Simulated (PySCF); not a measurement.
Identify the compound

The spectra below were simulated for a compound C$_{4}$H$_{12}$O$_{2}$Si$_{3}$.

¹H NMR (400 MHz, computed): δ 7.38 (br s, 1H), 6.78 (br s, 1H), 6.24 (br s, 1H), 4.71 (d, 2H), 4.04 (d, 6H), -0.87 (m, 1H).

¹³C{¹H} NMR (computed): δ 175.8, 152.8, 144.0, -20.1.

[PySCF: PBE0/pcSseg-1 with gauge-including orbitals; GFN2-xTB structure; one averaged value for each set of equivalent atoms; one conformer; relativity neglected; in vacuum]

Shifts are taken against calculated references (same method and geometry level): ¹H, ¹³C vs TMS.

Task: Which candidate is it?
A. CC(=O)[SiH2]C([SiH3])([SiH3])C=O
B. C=C(C=O)[Si@H](O[SiH3])[SiH2]C
C. C=C([SiH2]C([SiH3])[SiH3])C(=O)O
D. C[C@@H]([SiH3])O[Si@H](O)C#C[SiH3]

Result: C. 

1. The formula gives 2 degrees of unsaturation (no ring in the answer).
2. 4 carbon signals for 4 carbons: no two carbons are equivalent.
3. Carbon types of the structure: 2 × C, 1 × CH, 1 × CH2, leaving 9 H on heteroatoms.
4. δC 175.8: carboxylic acid carbon; it is a carbonyl in resonance with an O or N lone pair, the region of acids, esters and amides.
5. δC 152.8: β carbon of a C=C–C=O unit; conjugation with the carbonyl draws π density from the β position.
6. δC 144.0: α carbon of a C=C–C=O unit; the olefinic region.
7. δH 6.24: hydrogen on an acid hydroxyl oxygen; exchangeable, gas-phase position.
8. δH -0.87: hydrogen on an sp3 CH bonded to 3 Si; an electropositive neighbour shields it, as in TMS itself.

The others: C=C(C=O)[Si@H](O[SiH3])[SiH2]C would give 8 signals for carbon-bound and other non-exchanging H, not 5; C[C@@H]([SiH3])O[Si@H](O)C#C[SiH3] has carbons computed at 122.5, 106.4, 59.7, 23.8, with a different DEPT pattern; CC(=O)[SiH2]C([SiH3])([SiH3])C=O would give 4 signals for carbon-bound and other non-exchanging H, not 5.

Exchangeable OH/NH protons stand at their gas-phase positions; hydrogen bonding in a real sample shifts them, mostly to higher δ. Shifts are as computed. Against solution values, carbons near 30 ppm lie about +3 ppm off and those near 130 ppm about +5 ppm. Of 1211 compounds with measured shifts, 218 miss one by over three times the rms of a fit or turn the order of signals round; such compounds aren't used in these exercises. The C=O carbon of an acid or of an amide with N–H lies up to 10 ppm further downfield in solution, through hydrogen bonding that the calculation lacks. No couplings were computed; multiplicities are counted from neighbouring protons, with m where these are inequivalent, close in shift, in a saturated or five-membered ring or joined by F or P, and br s for small geminal =CH2 splittings.
